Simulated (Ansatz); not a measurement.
Geometry optimisation, RKS PBE-D4/def2-TZVP in Ansatz.

The input (input.yaml):

```yaml
crystal:
  periodic: [false, false, false]
  atoms:
    - { symbol: Ge, position_ang: [-0.524628, 0.062365, -0.444869] }
    - { symbol: H, position_ang: [-0.032004, -0.141004, 2.267276] }
    - { symbol: H, position_ang: [0.794253, -0.081647, 0.363978] }
    - { symbol: H, position_ang: [-0.509637, 1.416413, -1.190077] }
    - { symbol: H, position_ang: [-0.631088, -1.118222, -1.436673] }
    - { symbol: "N", position_ang: [-2.147417, 0.024818, 0.524705] }
    - { symbol: H, position_ang: [-2.285829, -0.840828, 1.044973] }
    - { symbol: H, position_ang: [-2.240171, 0.808156, 1.17125] }
    - { symbol: H, position_ang: [-0.744078, -0.13005, 2.306737] }
basis:
  gaussian: { orbitals: def2-TZVP }
hamiltonian:
  xc: pbe
  dispersion: d4
relax:
  f_tol: 0.03
  max_steps: 50
```

Run as:

```bash
$ ansatz run input.yaml --threads 4 --pin off --max-ram 5120MiB --backend cpu --events-out ev --progress --plain --runs-dir out
```

Problem. Where does it end, and by what steps?

Solution. The forces met the threshold. The force dipped under the threshold on the way, but the program's further checks kept it going. After 14 steps the energy has fallen by 0.292 eV; H2 moved furthest, 1.11 Å.

```csv
step,energy less start (eV),largest force component (eV/Å),accepted
0,0.0000,1.675,yes
1,-0.1684,0.226,yes
2,-0.2362,0.219,yes
3,-0.2685,0.065,yes
4,-0.2820,0.098,yes
5,-0.2731,0.251,no
6,-0.2832,0.060,yes
7,-0.2869,0.043,yes
8,-0.2905,0.039,yes
9,-0.2368,1.482,no
10,-0.2918,0.007,yes
11,-0.2850,0.606,no
12,-0.2922,0.020,yes
13,-0.2921,0.133,no
14,-0.2924,0.022,yes
```

```xyz
9
Properties=species:S:1:pos:R:3
Ge -0.618 0.079 -0.699
H -0.013 -0.219 3.372
H 0.715 -0.051 0.098
H -0.628 1.432 -1.447
H -0.733 -1.106 -1.684
N -2.164 0.046 0.346
H -2.266 -0.823 0.872
H -2.203 0.816 1.016
H -0.411 -0.174 2.734
```

Whether the end is a true minimum wasn't checked by a vibrational analysis.

Run time: 12 s on 4 threads of Arm Neoverse V1, on a shared host, peak memory 0.19 GiB.
